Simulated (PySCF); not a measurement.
## Bond length, frequency and bond energy of InP by level of theory

State: ³Σ⁻ (triplet), unpaired electrons π ↑↑. Set-up: In def2-TZVPP with ECP28, P def2-TZVPP; scalar-relativistic core potentials (PySCF 2.14). De refers to In + P in their high-spin ground configurations, without counterpoise correction. The functionals are run spin-unrestricted. A positive dipole means In(−)P(+).

| Level | Re (Å) | ωe (cm⁻¹) | De (eV) | μ (D) |
| --- | --- | --- | --- | --- |
| UHF | 2.662 | 257 | 0.84 | -2.28 |
| UHF-MP2 | 2.625 | 263 | 1.65 | n/a |
| UHF-SCS-MP2 | 2.641 | 258 | 1.66 | n/a |
| UHF-CCSD | 2.637 | 261 | 1.63 | n/a |
| UHF-CCSD(T) | 2.641 | 259 | 1.73 | n/a |
| LDA | 2.615 | 260 | 2.51 | -1.75 |
| PBE | 2.674 | 244 | 2.10 | -2.10 |
| revPBE | 2.693 | 238 | 1.95 | -2.22 |
| BP86 | 2.675 | 243 | 2.12 | -2.11 |
| r²SCAN | 2.645 | 254 | 1.98 | -2.04 |
| B3LYP | 2.675 | 245 | 1.96 | -2.26 |
| PBE0 | 2.644 | 256 | 1.98 | -2.13 |
| CAM-B3LYP | 2.634 | 260 | 1.91 | -2.19 |

**Question.** Which functional lies closest to UHF-CCSD(T) in De, which farthest, and by how much do they differ from it?

**Answer.** Closest is CAM-B3LYP (-0.7 pm in Re, +0.4 % in ωe, +0.18 eV in De against UHF-CCSD(T) in the same basis), farthest LDA (-2.6 pm in Re, +0.4 % in ωe, +0.78 eV in De). CCSD(T) converges more slowly with the basis than the functionals do and binds too weakly in this one, so the order can change at the basis-set limit.

**Question.** What does a quarter of exact exchange do here, going from PBE to PBE0?

**Answer.** PBE0 less PBE: -3.0 pm in Re, +4.9 % in ωe, -0.12 eV in De. Exact exchange removes part of the self-interaction that spreads semilocal densities, and in most molecules shortens and stiffens the bond and lowers De; so it does here.

**Question.** What does the step from GGA to meta-GGA do here, going from PBE to r²SCAN?

**Answer.** r²SCAN less PBE: -2.9 pm in Re, +4.1 % in ωe, -0.12 eV in De. 

Correlated steps freeze 9 core orbitals. Spin–orbit coupling is left out, which matters for elements this heavy, above all for dissociation energies. The state was picked by a PBE0 search and need not be the measured ground state.

The whole job (state search and all levels along the bond) took about 9 min on 1 thread of AMD EPYC 9R14 (shared host), peak memory 2.9 GiB.
